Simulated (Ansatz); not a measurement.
Consider the formal exchange of groups at a Ge–C bond: `[GeH3][c]1ccccc1` + `C[O][GeH]([F])[F]` → `[F][GeH]([F])[GeH3]` + anisole.

Computed with Ansatz on PBE0-D4/def2-TZVP structures; ΔE is electronic, products minus reactants. CCSD(T)/CBS is the MP2 limit (def2-TZVPP, def2-QZVPP) plus CCSD(T) − MP2 in def2-TZVPP, frozen cores. DFT in def2-TZVPP. B3LYP here is the variant with VWN-RPA as its local correlation; programs differ in this. For Ge outer-core shells are correlated without core-valence functions, which leaves a few kJ/mol of doubt a bond. Scalar relativity is left out up to krypton. One conformer a species, not always the lowest.

`[GeH3][c]1ccccc1`:

Z-matrix (Å, degrees):
```
Ge
C 1 1.945
H 1 1.540 2 110.8
H 1 1.538 2 109.6 3 -119.7
H 1 1.538 2 109.6 3 119.7
C 2 1.393 1 120.7 3 -89.9
C 2 1.393 1 120.7 3 89.3
C 6 1.387 2 120.8 1 179.0
H 6 1.086 2 120.1 1 -1.3
C 7 1.387 2 120.8 1 -179.0
H 7 1.086 2 120.1 1 1.3
C 8 1.387 6 120.0 2 0.1
H 8 1.084 6 119.9 2 179.9
H 10 1.084 7 119.9 2 -179.9
H 12 1.084 8 120.1 6 179.9
```

`C[O][GeH]([F])[F]`:

Cartesian coordinates in Å:
```
C -0.805 -0.861 -0.755
O -0.122 -0.739 0.484
Ge 0.781 0.694 0.869
F -0.256 2.065 0.756
F 1.951 0.975 -0.363
H -1.292 -1.838 -0.760
H -0.114 -0.808 -1.601
H -1.569 -0.087 -0.868
H 1.427 0.599 2.238
```

`[F][GeH]([F])[GeH3]`:

Z-matrix (Å, degrees):
```
Ge
F 1 1.734
Ge 1 2.425 2 108.4
F 1 1.734 2 104.0 3 115.2
H 1 1.537 2 106.2 3 -132.9
H 3 1.533 1 108.5 2 176.4
H 3 1.531 1 108.4 2 56.1
H 3 1.533 1 108.5 2 -64.1
```

`COc1ccccc1`:

Z-matrix (Å, degrees):
```
C
O 1 1.405
H 1 1.096 2 111.6
H 1 1.089 2 106.3 3 118.9
H 1 1.096 2 111.6 3 -122.3
C 2 1.353 1 117.8 3 61.1
C 6 1.394 2 115.9 1 180.0
C 6 1.391 2 124.3 1 -0.0
C 7 1.381 6 120.0 2 180.0
H 7 1.083 6 118.5 2 0.0
C 8 1.390 6 119.5 2 -180.0
H 8 1.082 6 121.0 2 -0.0
C 9 1.391 7 120.6 6 0.0
H 9 1.084 7 119.3 6 180.0
H 11 1.084 8 119.0 6 180.0
H 13 1.083 9 120.4 7 -180.0
```

Is it downhill or uphill in electronic energy at CCSD(T)/CBS, and by how much? (An estimate is asked.)

Computed: Uphill: ΔE = +59.9 kJ/mol.

What do these levels give: r2SCAN-D4, BHLYP-D4, CAM-B3LYP-D4, ωB97X-V, PBE-QIDH, BLYP, B3LYP, CAM-B3LYP, HF/def2-SVP, HF/CBS(def2), MP2/CBS(def2), CCSD/CBS(def2)? (Estimate.)

Ansatz gave: r2SCAN-D4 38.6, BHLYP-D4 49.6, CAM-B3LYP-D4 43.7, ωB97X-V 47.4, PBE-QIDH 53.2, BLYP 31.0, B3LYP 36.7, CAM-B3LYP 41.7, HF/def2-SVP 54.5, HF/CBS(def2) 64.4, MP2/CBS(def2) 70.3, CCSD/CBS(def2) 60.1 kJ/mol.

Largest T1 diagnostic among the species: 0.012.

At CCSD(T), def2-SVP lies −5.0 kJ/mol from the extrapolated value and def2-TZVPP +3.5 kJ/mol. From r2SCAN to r2SCAN0 (25 % exact exchange), in def2-TZVPP and without D4, ΔE moves by +3.9 kJ/mol.
